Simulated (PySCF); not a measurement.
A structure optimised at B3LYP-D3(BJ)/def2-SVP, used in a PySCF frequency run:

```
C
N 1 1.2658
H 1 1.1113 2 123.41
C 2 1.4420 1 119.78 3 -1.97
H 4 1.1025 2 109.23 1 123.92
H 4 1.1029 5 106.41 2 -117.98
H 4 1.1084 5 108.96 6 -117.03
C 1 1.5007 3 116.01 2 -179.83
F 8 1.3994 1 108.82 3 -39.27
H 8 1.1086 9 107.06 1 -117.24
Si 8 1.9206 10 109.73 9 119.04
H 11 1.4861 8 109.87 10 174.80
H 11 1.4871 12 111.42 8 123.39
H 11 1.4919 12 109.23 13 120.16
```
Charge 0, spin multiplicity 1.

Question: Write its SMILES and formula.

Answer: C/N=C/[C@H](F)[SiH3], C₃H₈FNSi

Question: What are its rotational constants (standard atomic weights)?

Answer: 4.1823, 1.7232, 1.2921 GHz
